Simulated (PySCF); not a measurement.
**Mayer bond orders and bond lengths**

Compound: C9H9N.
Atom-mapped SMILES: `[CH3:1][C:2]1=[C:3]([C:4]#[N:5])[CH:6]=[CH:7][C:8]12[CH2:9][CH2:10]2` (hydrogens: H11, H12, H13 on C1; H14 on C6; H15 on C7; H16, H17 on C9; H18, H19 on C10)

Structure used (GFN2-xTB), in Å, numbered top down from 1:
```
atom  x, y, z in Å
C1     1.3930   -0.7704    1.1906
C2     0.6700    0.0009    0.1492
C3     1.1978    0.8837   -0.7453
C4     2.5478    1.2435   -0.8590
N5     3.6526    1.5415   -0.9563
C6     0.1396    1.4148   -1.5891
C7    -1.0248    0.8633   -1.2157
C8    -0.7808   -0.0636   -0.0993
C9    -1.5802   -1.3478    0.0590
C10   -1.7936   -0.2460    1.0204
H11    1.0095   -0.5323    2.1838
H12    1.2675   -1.8430    1.0348
H13    2.4549   -0.5372    1.1626
H14    0.3070    2.1310   -2.3721
H15   -1.9967    1.0413   -1.6363
H16   -1.0377   -2.2238    0.3792
H17   -2.3348   -1.5421   -0.6875
H18   -2.6989    0.3373    0.9526
H19   -1.4021   -0.3418    2.0212
```

Bond orders from the PBE0/pcSseg-1 density (PySCF). Geometry: GFN2-xTB; no solvent, vibrations or thermal averaging.

**Question.** Where do the orders between heavy atoms depart from those drawn in the SMILES?

**Answer.** The largest departure is 0.396, at C2–C3 (drawn double, 1.604). Drawn single, order above 1.12: C1–C2 (1.132). Drawn single, order below 0.88: C8–C9 (0.863) and C10–C8 (0.863). Drawn double or triple, more than 0.30 short of the drawn order: C2–C3 (1.604).

**Question.** Give the Mayer order of every bond, beside its length.

**Answer.** 
```tsv
bond	drawn as	length (Å)	Mayer order
C1–C2	single	1.484	1.132
C2–C3	double	1.363	1.604
C3–C4	single	1.402	1.038
C4–N5	triple	1.148	3.010
C3–C6	single	1.454	1.112
C6–C7	double	1.341	1.754
C7–C8	single	1.471	1.075
C8–C9	single	1.521	0.863
C9–C10	single	1.478	0.980
C8–C2	single	1.473	1.039
C10–C8	single	1.521	0.863
C1–H11	single	1.091	0.927
C1–H12	single	1.091	0.927
C1–H13	single	1.088	0.933
C6–H14	single	1.074	0.991
C7–H15	single	1.074	0.986
C9–H16	single	1.079	0.949
C9–H17	single	1.079	0.953
C10–H18	single	1.079	0.953
C10–H19	single	1.079	0.949
```

By pair of heavy elements: C–C: lowest C8–C9 and C10–C8 (0.863, 1.521 Å), highest C6–C7 (1.754, 1.341 Å); in 6 of the 45 pairs the longer bond (by over 0.003 Å) has the higher order (by 0.02 or more). Bonds named together lie within 0.004.

**Question.** Sum the orders of all bonds at each heavy atom with more than one neighbour and set the sums beside the valence in the SMILES.

**Answer.** C1 3.919 (drawn 4), C2 3.775 (drawn 4), C3 3.754 (drawn 4), C4 4.048 (drawn 4), C6 3.857 (drawn 4), C7 3.815 (drawn 4), C8 3.840 (drawn 4), C9 3.745 (drawn 4), C10 3.745 (drawn 4). Orders between atoms that aren't bonded are not in these sums.

The Mayer order sums products of elements of PS (density times overlap matrix) between the two atoms' basis functions, so it depends on the basis set.
